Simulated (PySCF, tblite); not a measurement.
Isomers of C6H9FOSi2, one GFN2-xTB conformer each. Single-point energies are computed at PBE0/pcSseg-1 (PySCF, gas phase, no added dispersion term), electronic only.

**Question.** Rank them by PBE0/pcSseg-1 energy, lowest first (kcal/mol).
A. `[CH3:1][C:2]#[C:3][Si@@H:4]1[CH2:5][Si@H:6]([F:7])[C@H:8]1[CH:9]=[O:10]` with Si6–C8–C9–O10 20°, C3–Si4–C5–Si6 -102°, Si4–C5–Si6–F7 101°, C5–Si6–C8–C9 -101°, C3–Si4–C8–Si6 108°
B. `[CH:1]#[C:2][CH2:3][CH2:4][Si@:5]1([F:6])[CH2:7][SiH2:8][C:9]1=[O:10]` with C2–C3–C4–Si5 180°, C3–C4–Si5–F6 -64°

**Answer.** A (0.0), B (30.2).

GFN2-xTB itself gives, in the same order: 0.0, 27.0. Both levels put the same isomer lowest.

**Question.** Which frontier levels, dipoles and rotational constants go with these structures?

**Answer.** 
| SMILES | HOMO (eV, PBE0/pcSseg-1) | LUMO (eV) | dipole (D) | A, B, C (MHz) |
| --- | --- | --- | --- | --- |
| CC#C[Si@@H]1C[Si@H](F)[C@H]1C=O | -7.33 | -0.80 | 3.76 | 1470, 587.6, 496.1 |
| C#CCC[Si@]1(F)C[SiH2]C1=O | -6.27 | -2.29 | 3.05 | 1892, 476.6, 446.8 |

**Question.** What happens when harmonic zero-point energies from GFN2-xTB frequencies are added?

**Answer.** 
```csv
SMILES,ZPE (kcal/mol),electronic (kcal/mol),with ZPE (kcal/mol)
CC#C[Si@@H]1C[Si@H](F)[C@H]1C=O,80.2,0.0,0.0
C#CCC[Si@]1(F)C[SiH2]C1=O,80.3,30.2,30.3
```

The zero-point energies span 0.1 kcal/mol. The order is unchanged.
